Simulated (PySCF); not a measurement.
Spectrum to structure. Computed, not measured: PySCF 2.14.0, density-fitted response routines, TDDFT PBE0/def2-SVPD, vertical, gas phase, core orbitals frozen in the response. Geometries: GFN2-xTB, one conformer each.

| state | E (eV) | f |
| --- | --- | --- |
| S1 | 6.72 | 0.036 |
| S2 | 7.10 | 0.103 |
| S3 | 7.23 | 0.035 |
| S4 | 7.60 | 0.022 |
| S5 | 7.83 | 0.036 |
| S6 | 8.06 | 0.018 |

Triplets computed (Tamm–Dancoff): 4.33, 6.64 eV.

Question: Which candidate is it? All have the formula C6H8F2O.
A. `O=C=C(CF)CCCF`
B. `C[C@@H]1C=C[C@H]1OC(F)F`
C. `O(C(F)F)CC(C=C)=C`
D. `C=CC/C=C/OC(F)F`

Answer: B. Its S1, at 6.72 eV, is the highest among the candidates; the nearest of the others has S1 at 6.22 eV. S1 is HOMO-1→LUMO (60%), HOMO→LUMO (38%). Löwdin shares by element: HOMO carbon 79% or more (atoms not listed hold the other 21%); LUMO carbon 70% or more, hydrogen 6% or more (atoms not listed hold the other 24%). At the same level the other candidates give, for their lowest levels:
- `C=CC/C=C/OC(F)F`: 6.22 eV (f 0.248); 6.75 eV (f 0.105); 7.08 eV (f 0.025); 7.20 eV (f 0.016); 7.38 eV (f 0.083); T1 4.31 eV; HOMO -7.39, LUMO -0.36 eV
- `O=C=C(CF)CCCF`: 3.74 eV (f 0.000); 6.27 eV (f 0.008); 6.75 eV (f 0.060); 7.02 eV (f 0.005); 7.27 eV (f 0.025); T1 3.35 eV; HOMO -7.09, LUMO -1.25 eV
- `C=CC(=C)COC(F)F`: 5.80 eV (f 0.523); 6.76 eV (f 0.039); 6.80 eV (f 0.001); 6.97 eV (f 0.007); 7.12 eV (f 0.007); T1 3.21 eV; HOMO -7.12, LUMO -1.15 eV

Conformer computed: `[CH3:1][C@@H:2]1[CH:3]=[CH:4][C@H:5]1[O:6][CH:7]([F:8])[F:9]`: C4–C5–O6–C7 -179°, C5–O6–C7–F8 166°.
